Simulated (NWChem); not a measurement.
System: BHF$_{2}$; SMILES B(F)F

NWChem printed, in part:

```
             Northwest Computational Chemistry Package (NWChem) 7.3.0
             --------------------------------------------------------

 C2V symmetry detected

                             Geometry "geometry" -> ""
                             -------------------------

 Output coordinates in angstroms (scale by  1.889725989 to convert to a.u.)

  No.       Tag          Charge          X              Y              Z
 ---- ---------------- ---------- -------------- -------------- --------------
    1 B                    5.0000     0.00000000     0.00000000    -0.45782729
    2 H                    1.0000     0.00000000     0.00000000    -1.64722429
    3 F                    9.0000    -1.13345300     0.00000000     0.21868671
    4 F                    9.0000     1.13345300     0.00000000     0.21868671

 Effective nuclear repulsion energy (a.u.)      61.5762313332

      Symmetry information
      --------------------

 Group name             C2v
 Group number             16
 Group order               4
 No. of unique centers     3

                                Z-matrix (autoz)
                                --------

 Units are Angstrom for bonds and degrees for angles

      Type          Name      I     J     K     L     M      Value
      ----------- --------  ----- ----- ----- ----- ----- ----------
    1 Stretch                  1     2                       1.18940
    2 Stretch                  1     3                       1.32000
    3 Stretch                  1     4                       1.32000
    4 Bend                     2     1     3               120.83133
    5 Bend                     2     1     4               120.83133
    6 Bend                     3     1     4               118.33733
    7 Torsion                  2     1     3     4         180.00000
    8 Torsion                  2     1     4     3         180.00000
    9 Torsion                  3     1     2     4         180.00000
   10 Torsion                  2     4     1     3         180.00000
   11 Torsion                  3     2     1     4         180.00000
   12 Torsion                  2     3     1     4         180.00000

                           NWChem Geometry Optimization
                           ----------------------------

[...]

      ----------------------
      Optimization converged
      ----------------------

  Step       Energy      Delta E   Gmax     Grms     Xrms     Xmax
  ---- ---------------- -------- -------- -------- -------- --------
@    3    -225.01328063 -1.6D-07  0.00002  0.00001  0.00019  0.00047
                                     ok       ok       ok       ok

                                Z-matrix (autoz)
                                --------

 Units are Angstrom for bonds and degrees for angles

      Type          Name      I     J     K     L     M      Value     Gradient
      ----------- --------  ----- ----- ----- ----- ----- ---------- ----------
    1 Stretch                  1     2                       1.19983   -0.00002
    2 Stretch                  1     3                       1.31066    0.00002
    3 Stretch                  1     4                       1.31066    0.00002
    4 Bend                     2     1     3               121.05227    0.00000
    5 Bend                     2     1     4               121.05227    0.00000
    6 Bend                     3     1     4               117.89545   -0.00000
    7 Torsion                  2     1     3     4         180.00000    0.00000
    8 Torsion                  2     1     4     3         180.00000    0.00000
    9 Torsion                  3     1     2     4         180.00000    0.00000
   10 Torsion                  2     4     1     3         180.00000    0.00000
   11 Torsion                  3     2     1     4         180.00000    0.00000
   12 Torsion                  2     3     1     4         180.00000    0.00000

                         Geometry "geometry" -> "geometry"
                         ---------------------------------

[...]

 Rotational Constants
 --------------------
 A=   2.465799 cm-1  (  3.547656 K)
 B=   0.351900 cm-1  (  0.506294 K)
 C=   0.307952 cm-1  (  0.443064 K)

 Temperature                      =   298.15K
 frequency scaling parameter      =   1.0000

 Zero-Point correction to Energy  =   11.450 kcal/mol  (  0.018246 au)
 Thermal correction to Energy     =   13.401 kcal/mol  (  0.021357 au)
 Thermal correction to Enthalpy   =   13.994 kcal/mol  (  0.022300 au)

 Total Entropy                    =   58.347 cal/mol-K
   - Translational                =   37.636 cal/mol-K (mol. weight =  50.0139)
   - Rotational                   =   19.942 cal/mol-K (symmetry #  =        2)
   - Vibrational                  =    0.768 cal/mol-K

 Cv (constant volume heat capacity) =    8.084 cal/mol-K
   - Translational                  =    2.979 cal/mol-K
   - Rotational                     =    2.979 cal/mol-K
   - Vibrational                    =    2.125 cal/mol-K

[normal modes left out]

 ----------------------------------------------------------------------------
 Normal Eigenvalue ||           Projected Infra Red Intensities
  Mode   [cm**-1]  || [atomic units] [(debye/angs)**2] [(KM/mol)] [arbitrary]
 ------ ---------- || -------------- ----------------- ---------- -----------
    1       -0.000 ||    0.000263           0.006         0.256       0.043
    2       -0.000 ||    0.000247           0.006         0.241       0.040
    3       -0.000 ||    0.003348           0.077         3.264       0.544
    4        0.000 ||    0.000423           0.010         0.413       0.069
    5        0.000 ||    0.000444           0.010         0.433       0.072
    6        0.000 ||    0.000001           0.000         0.001       0.000
    7      551.778 ||    0.021113           0.487        20.582       3.431
    8      945.166 ||    0.080911           1.867        78.876      13.151
    9     1120.180 ||    0.000411           0.009         0.400       0.067
   10     1198.212 ||    0.119815           2.764       116.802      19.474
   11     1486.100 ||    0.393693           9.083       383.791      63.988
   12     2711.589 ||    0.117648           2.714       114.689      19.122
 ----------------------------------------------------------------------------
```

Level: CAM-B3LYP/def2-SVP. 

Question: Which NWChem input produces such a log?

Answer: One answer among several that fit: the input that was run:
```
start job
memory heap 200 mb stack 900 mb global 1100 mb
geometry units angstroms
  B      0.000000     0.000000    -0.457660
  H      0.000000     0.000000    -1.647057
  F     -1.133453     0.000000     0.218854
  F      1.133453     0.000000     0.218854
end
basis spherical
  B library def2-svp
  H library def2-svp
  F library def2-svp
end
dft
  xc xcamb88 1.00 lyp 0.81 vwn_5 0.19 hfexch 1.00
  cam 0.33 cam_alpha 0.19 cam_beta 0.46
  iterations 150
end
driver
  maxiter 120
end
task dft optimize
task dft freq
```
